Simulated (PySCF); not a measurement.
C₇H₈F₂Si.
Numbering: `[CH:1]#[C:2][C@@:3]1([F:4])[SiH2:5][CH2:6][CH:7]=[C:8]1[CH2:9][F:10]`

Structure used (GFN2-xTB), in Å, numbered top down from 1:
```xyz
18
C7H8F2Si angstrom
C      1.2242    2.6312    0.8018
C      0.9707    1.6228    0.2067
C      0.6842    0.4014   -0.5070
F      0.9455    0.6052   -1.8760
Si     1.6783   -1.1323    0.1568
C      0.1010   -1.9464    0.8549
C     -1.0272   -1.1093    0.3325
C     -0.7650    0.0078   -0.3301
C     -1.7790    0.9252   -0.9379
F     -3.0621    0.5418   -0.6386
H      1.4462    3.5110    1.3285
H      2.6478   -0.7238    1.1711
H      2.2659   -1.8361   -0.9794
H     -0.0360   -2.9837    0.5460
H      0.0801   -1.9503    1.9464
H     -2.0418   -1.4340    0.5101
H     -1.6511    1.9494   -0.5654
H     -1.6906    0.9263   -2.0319
```

Probes without a nucleus sit at each ring's centroid and 1 Å off its mean plane on both sides; NICS is minus the shielding there, NICSzz its component along the normal. Level: GIAO PBE0/pcSseg-1 (PySCF, non-relativistic, gas phase) on the GFN2-xTB geometry, one conformer.

Ring bond lengths (Å), with Mayer bond orders in brackets: C3–Si5 1.944 (0.80), Si5–C6 1.907 (0.91), C6–C7 1.499 (1.05), C7–C8 1.325 (1.83), C8–C3 1.512 (1.03).

Task: Give the NICS values of each ring in ppm.

Result: 
```tsv
ring	type	NICS(0)	NICS(1), two faces	NICS(1)zz, two faces	rms pucker (Å)	centre to ring atoms, mean (Å)
C3–Si5–C6–C7–C8	5-membered ring with Si; formal bonds 1 double, 4 single	-1.8	-2.7 / -3.5	-0.5 / -1.4	0.06	1.38
```

Task: What do they say, and how far can they be read as aromaticity?

Result: 
- C3–Si5–C6–C7–C8: mean NICS(1)zz -0.9 ppm, near zero. C3, Si5, C6 have four or more neighbours, and the NICS criterion for π rings isn't applied.
